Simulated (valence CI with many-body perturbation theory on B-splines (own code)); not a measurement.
# Basis-set convergence for Se¹¹⁺

Computed by valence CI with perturbative core correlation (CI+MBPT): five valence electrons over a frozen Dirac-Fock core [Ar], radial functions for each j: 7 s, 7 p, 8 d, 6 f, 4 g, 1 h, with the one-electron correlation potential Σ1 (screened to all orders), the two-electron term Σ2, the three-electron term Σ3, Breit, model QED; selected single and double excitations, second order for the rest, scaled by the run's own slope (own B-spline code, finite nucleus).

No measured levels were compared; by estimate terms of the open shell hold to 2 to 4 % of their energy, and close levels can change places. Among the levels kept, up to 480 cm⁻¹ of a level comes from second order outside the variational space, and about a tenth of that is noise between levels of different J, which matters for small intervals. Only levels of the ground parity were solved; by the run's estimate the other parity begins above the list, which can be wrong where configurations are misplaced.

The reference run has the lowest level 3d⁵ ⁶S_5/2 and an ionisation energy of 342.127 eV. Its largest variational space holds 20422 state functions.

Names give the largest LS component (configuration and term), which can be under half, so a name can repeat, a term be missing and a line seem to break the LS rules; names also repeat where a configuration has a term twice.

Changed runs:
A. basis 6 s, 6 p, 5 d, 5 f, 1 g
B. basis 5 s, 5 p, 4 d, 4 f

Excitation energies of the reference run in cm⁻¹, and shifts in cm⁻¹:

```tsv
Level	Reference	A	B
3d⁵ ⁴G_5/2	65828	+424	+1381
3d⁵ ⁴G_11/2	66306	+407	+1363
3d⁵ ⁴G_7/2	66516	+416	+1263
3d⁵ ⁴G_9/2	66806	+406	+1364
3d⁵ ⁴P_5/2	71463	+568	+1414
3d⁵ ⁴P_3/2	72987	+485	+1324
3d⁵ ⁴P_1/2	74692	+580	+1334
3d⁵ ⁴D_7/2	80392	+486	+1675
3d⁵ ⁴D_1/2	82698	+486	+1689
3d⁵ ⁴D_5/2	83652	+510	+1654
3d⁵ ⁴D_3/2	83900	+411	+1549
3d⁵ ²I_11/2	95594	+605	+1889
Ionisation energy (eV)	342.127	-0.122	-0.139
```
